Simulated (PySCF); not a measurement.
Identify the unknown among the candidates.

All candidates are CH12N2Si4.

- 1H NMR: chemical shifts (computed TMS as zero) by class: 5.99 (1 H), 4.31 (1 H), 4.25 (1 H), 3.47 (3 H), 0.73 (1 H), 0.65 (2 H), 0.60 (1 H), 0.10 (2 H) ppm [GIAO PBE0/pcSseg-1]
- Rotational structure: rotational constants A, B, C: 2.018, 0.684, 0.669 GHz [GFN2-xTB]
- NMR, other nuclei: isotropic shieldings of nuclei other than C and H, by class: 244 (1 N), 254 (1 N), 352 (1 Si), 361 (1 Si), 427 (1 Si), 463 (1 Si) ppm [GIAO PBE0/pcSseg-1]
- Dipole: 2.54 D [PBE0/pcSseg-1]
- 13C NMR: chemical shifts (computed TMS as zero) by class: 23.1 (1 C) ppm [GIAO PBE0/pcSseg-1]

The electronic properties come from PySCF, for the isolated species, density fitting. Levels stand in brackets. Isolated species at its GFN2-xTB geometry (one conformer only). NMR classes are plain means over equivalent atoms (diastereotopic ones count apart unless rotation or inversion swaps them), as if these changed places fast.

Question: Which candidate is it?
A. `[SiH3]N[Si@@H]1[SiH2]CN1[SiH3]`
B. `C[Si@@]1(N)[SiH2][SiH2][Si@H]1N`
C. `C[Si@@H]1N[SiH2][SiH2]N1[SiH3]`
D. `N[Si@@H]1C[Si@@](N)([SiH3])[SiH2]1`

Answer: D. It is `N[Si@@H]1C[Si@@](N)([SiH3])[SiH2]1`. Numbering: `[NH2:1][Si@@H:2]1[CH2:3][Si@@:4]([NH2:5])([SiH3:6])[SiH2:7]1`. Its formula, CH12N2Si4, gives 1 degree of unsaturation: 1 ring and 0 π bonds in the structure found. The one carbon: ring sp3 carbon bound to silicon [C3] (23.1 ppm). Hydrogen classes from least to most shielded: 1 H on an SiH silicon, Si2 (5.99 ppm), 1 H on an SiH2 silicon, Si7 (4.31 ppm), 1 H on an SiH2 silicon, Si7 (4.25 ppm), 3 H on an SiH3 silicon, Si6 (3.47 ppm), 1 H on an sp3 carbon bound to silicon, C3 (0.73 ppm), 2 H on a silicon-bound nitrogen, N5 (0.65 ppm), 1 H on an sp3 carbon bound to silicon, C3 (0.60 ppm), 2 H on a silicon-bound nitrogen, N1 (0.10 ppm). The other shieldings belong to: 244 ppm, silicon-bound nitrogen [N5]; 254 ppm, silicon-bound nitrogen [N1]; 352 ppm, four-coordinate silicon [Si4]; 361 ppm, SiH silicon [Si2]; 427 ppm, SiH2 silicon [Si7]; 463 ppm, SiH3 silicon [Si6]. The optimised geometry has point group C1 and is an asymmetric top.

The others, at the same levels:
- `C[Si@@]1(N)[SiH2][SiH2][Si@H]1N` fails: its computed 13C shifts are -0.3 (1 C) ppm, 1H shifts are 5.87 (1 H), 3.77 (1 H), 3.76 (1 H), 3.75 (1 H), 3.67 (1 H), 0.47 (3 H), -0.11 (2 H), -0.36 (2 H) ppm and rotational constant A is 1.307 GHz (against 2.018 GHz).
- `C[Si@@H]1N[SiH2][SiH2]N1[SiH3]` fails: its computed 13C shifts are 3.8 (1 C) ppm, 1H shifts are 5.40 (1 H), 5.21 (1 H), 5.17 (1 H), 5.08 (1 H), 5.07 (1 H), 4.79 (3 H), 0.18 (3 H), -0.25 (1 H) ppm and rotational constant A is 1.631 GHz (against 2.018 GHz).
- `[SiH3]N[Si@@H]1[SiH2]CN1[SiH3]` fails: its computed 13C shifts are 34.0 (1 C) ppm, 1H shifts are 5.79 (1 H), 4.80 (3 H), 4.69 (1 H), 4.64 (1 H), 4.64 (3 H), 3.06 (1 H), 2.93 (1 H), 0.29 (1 H) ppm and rotational constant A is 1.278 GHz (against 2.018 GHz).

Each candidate is one conformer, not necessarily the lowest. The conformers computed, where there is a choice (atom-mapped SMILES and torsion angles):
- `[NH2:1][Si@@H:2]1[CH2:3][Si@@:4]([NH2:5])([SiH3:6])[SiH2:7]1`: H–N1–Si2–C3 -58°, H–N1–Si2–C3 167°, H–N5–Si4–C3 78°, H–N5–Si4–C3 -58°
- `[CH3:1][Si@@:2]1([NH2:3])[SiH2:4][SiH2:5][Si@H:6]1[NH2:7]`: H–N3–Si2–C1 -43°, H–N3–Si2–C1 177°, H–N7–Si6–Si5 42°, H–N7–Si6–Si5 179°
- `[SiH3:1][NH:2][Si@@H:3]1[SiH2:4][CH2:5][N:6]1[SiH3:7]`: Si1–N2–Si3–Si4 48°

The conformers of `C[Si@@H]1N[SiH2][SiH2]N1[SiH3]` aren't listed.
